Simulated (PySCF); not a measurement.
**Exercise with solution: dipole moment from atomic charges**

Zr(Cl)(OH)3 (ClH₃O₃Zr), SMILES [OH][Zr]([OH])([OH])[Cl], multiplicity 1. Atoms are numbered in the order given.

```xyz
8

Zr     0.0000     0.0000     0.2723
Cl     0.0000     0.0000    -2.1261
O     -1.5742     0.9089     0.8931
H     -2.3364     1.3489     1.2727
O      1.5742     0.9089     0.8931
H      2.3364     1.3489     1.2727
O      0.0000    -1.8177     0.8931
H      0.0000    -2.6978     1.2727
```
Charge 0, spin multiplicity 1.

Geometry optimised at B3LYP-D3(BJ)/def2-SVP. The spin state was assumed, not searched. The structure was generated by enumeration; whether it is a known compound was not checked. The def2 effective core potentials stand for the cores of Zr; spin–orbit coupling is left out. One conformer was computed; it need not be the lowest.

Charges (e) from B3LYP/def2-TZVP (PySCF):

| atom | Mulliken | ESP fit |
|---|---|---|
| Zr1 | 1.716 | 1.329 |
| Cl2 | -0.448 | -0.361 |
| O3 | -0.749 | -0.776 |
| H4 | 0.326 | 0.454 |
| O5 | -0.749 | -0.776 |
| H6 | 0.326 | 0.454 |
| O7 | -0.749 | -0.781 |
| H8 | 0.326 | 0.457 |

The dipole moment of the full density is 3.73 D.

Q: What dipole moment does each set of point charges give, and which comes closer to that of the density?

A: 
μ = Σ q r, and 1 e Å = 4.8032 D.
Mulliken: Σ q r = (0.000, 0.000, 0.658) e Å, |μ| = 3.16 D.
ESP fit: Σ q r = (0.000, 0.001, 0.783) e Å, |μ| = 3.76 D.
ESP fit comes closer in size. Point charges leave out the atoms' own dipoles (lone pairs, polarised bonds); fits to the potential absorb them, partitions of the density don't.
